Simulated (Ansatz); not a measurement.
C$_{3}$H$_{6}$Ge, SMILES `CC#[C][GeH3]`, relaxed with RKS PBE-D4/def2-SVP in Ansatz 0.2.0 from a rough embedded geometry. The force threshold is 0.03 eV/Å; the program also tests the step.

Total charge 0; spin multiplicity 1.

Start:

```xyz
10

C     0.948    0.576   -1.936
C     0.329    0.220   -0.724
C    -0.190   -0.100    0.292
Ge   -0.907   -0.628    2.006
H     1.717    1.377   -1.813
H     0.177    1.029   -2.676
H     1.442   -0.274   -2.441
H    -1.938   -1.763    1.729
H    -1.707    0.643    2.605
H     0.129   -1.080    2.959
```

| step | energy (eV) | largest force (eV/Å) | largest move (Å) |
| --- | --- | --- | --- |
| 1 | -59702.5507 | 4.100 | 0.000 |
| 2 | -59702.8289 | 0.795 | 0.065 |
| 3 | -59702.8444 | 0.231 | 0.015 |
| 4 | -59702.8463 | 0.024 | 0.030 |

End:

```xyz
10

C     0.955    0.606   -1.984
C     0.342    0.220   -0.721
C    -0.176   -0.106    0.346
Ge   -0.964   -0.611    2.002
H     1.735    1.382   -1.832
H     0.201    1.018   -2.688
H     1.438   -0.264   -2.479
H    -1.966   -1.770    1.767
H    -1.711    0.602    2.611
H     0.146   -1.078    2.978
```

Run time 3.2 s (4 threads of an Arm Neoverse V2 on a shared host); peak host memory 0.14 GiB.
